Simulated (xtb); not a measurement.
C3H12InN, SMILES [CH3][In]([CH3])([CH3])<-[NH3] (connectivity only; charge and spin as stated), neutral, multiplicity 1. All values are semi-empirical tight-binding results from xtb (GFN2-xTB unless named), good for trends rather than for accurate numbers. The structure is a stationary point at GFN2-xTB. The isomer is the one that the SMILES or the coordinates give; other isomers of the formula were not compared. The values are those of a single conformer.

Optimised geometry:

```xyz
17

In    -0.1724     0.0914     0.1485
C      0.3167     2.2212    -0.3097
H      1.3737     2.4168    -0.1299
H     -0.2615     2.8979     0.3181
H      0.0913     2.4526    -1.3504
C      0.6667    -0.8621     1.9840
H      1.6455    -0.4479     2.2235
H      0.7685    -1.9376     1.8411
H      0.0135    -0.6979     2.8400
C     -1.8569    -0.9146    -0.9157
H     -2.8148    -0.6393    -0.4765
H     -1.7566    -1.9977    -0.8503
H     -1.8745    -0.6288    -1.9670
N      1.5751    -0.8174    -1.3622
H      1.4136    -1.8018    -1.5452
H      2.4941    -0.7162    -0.9454
H      1.5695    -0.3226    -2.2475
```

For metal compounds this method's bond lengths and energies can be far off.

Computed properties:
- orbital gap: 4.42 eV
- zero-point energy: 86.0 kcal/mol
- G − E(el) at 298.15 K (modified RRHO): 60.8 kcal/mol

Computed atomic charges and the Wiberg bond orders between heavy atoms:
charges (e) In1 0.01, C2 -0.17, H3 0.03, H4 0.03, H5 0.03, C6 -0.17, H7 0.03, H8 0.03, H9 0.03, C10 -0.17, H11 0.03, H12 0.03, H13 0.03, N14 -0.34, H15 0.19, H16 0.19, H17 0.19. Bond orders In1–C2 0.78, In1–C6 0.77, In1–C10 0.77, In1–N14 0.34.
